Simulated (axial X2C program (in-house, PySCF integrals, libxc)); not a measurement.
# Low determinants of GaSi⁻ at the PBE0 level, 2c

Computed with an axial X2C code built on PySCF integrals. Two-component (2c) means X2C with spin–orbit coupling and atomic mean-field two-electron Coulomb and Gaunt terms. Basis: Ga dyall-acv3z [10s10p8d5f1g], Si dyall-av3z [9s8p3d2f] (cores contracted in-house); Gaussian nuclei, density fitting, unrestricted open shells. Masses: Ga 68.926 u, Si 27.977 u.

Search at 2.400 Å (vertical energies from the lowest determinant):

```json
{"ΔE (eV)": "0.00", "state": "Ω = 1", "electrons beyond evenly filled partner blocks": "ω = -1/2, ω = 3/2", "electrons in ±ω = 1/2, 3/2, 5/2, 7/2": "33 11 2 0"}
{"ΔE (eV)": "0.09", "state": "Ω = 2", "electrons beyond evenly filled partner blocks": "ω = 1/2, ω = 3/2", "electrons in ±ω = 1/2, 3/2, 5/2, 7/2": "33 11 2 0"}
{"ΔE (eV)": "0.26", "state": "Ω = 1", "electrons beyond evenly filled partner blocks": "2 × ω = 1/2", "electrons in ±ω = 1/2, 3/2, 5/2, 7/2": "32 12 2 0"}
{"ΔE (eV)": "0.58", "state": "Ω = 0", "electrons beyond evenly filled partner blocks": "none", "electrons in ±ω = 1/2, 3/2, 5/2, 7/2": "34 10 2 0"}
{"ΔE (eV)": "0.64", "state": "Ω = 0", "electrons beyond evenly filled partner blocks": "none", "electrons in ±ω = 1/2, 3/2, 5/2, 7/2": "32 12 2 0"}
{"ΔE (eV)": "1.10", "state": "Ω = 3", "electrons beyond evenly filled partner blocks": "2 × ω = 3/2", "electrons in ±ω = 1/2, 3/2, 5/2, 7/2": "32 12 2 0"}
{"ΔE (eV)": "1.49", "state": "Ω = 0", "electrons beyond evenly filled partner blocks": "3 × ω = 1/2, ω = -3/2", "electrons in ±ω = 1/2, 3/2, 5/2, 7/2": "33 11 2 0"}
```

Lowest determinant, Ω = 1 (⟨Sz⟩ = 1.00, ⟨Lz⟩ = 0.00 at PBE0): Re = 2.428 Å, ωe = 318.2 cm⁻¹.

The determinant in row 2 of the search, Ω = 2 (⟨Sz⟩ = 1.00, ⟨Lz⟩ = 1.00 at PBE0), was followed along the bond at PBE0; measured from the minimum of the lowest determinant it gives:

Te = 0.063 eV (506 cm⁻¹), Re = 2.308 Å, ωe = 350.3 cm⁻¹.

(1) Compare the bond of the determinant in row 2 with that of the lowest one.

The search compares states at one distance, so a state with another bond length can lie lower; it is not exhaustive and yields mostly the lowest determinant of each block pattern, so other components and higher states of one pattern are missing. These are energies of single determinants, not of spin-adapted states; PBE0 term energies can be off by some tenths of an eV, and the functional has no current term. Open-shell Ω = 0 determinants with evenly filled partner blocks cannot be reached by this program, so the Ω shown need not be the lowest component. The lowest determinant need not be the ground state where others lie within half an eV. For an anion, determinants above electron detachment are held by the basis set. Some points of a curve did not converge. The highest occupied level of some functionals is positive through self-interaction error; at Hartree–Fock it is bound. Row 1 has a positive highest level at its minimum. Row 2 has a positive highest level at its minimum.

Answers

(1) At PBE0 its Re is 0.120 Å shorter and its force constant, which goes as ωe², is 1.21 times that of the lowest determinant. T0 ≈ Te + Δωe/2 = 506 + (16) = 522 cm⁻¹.
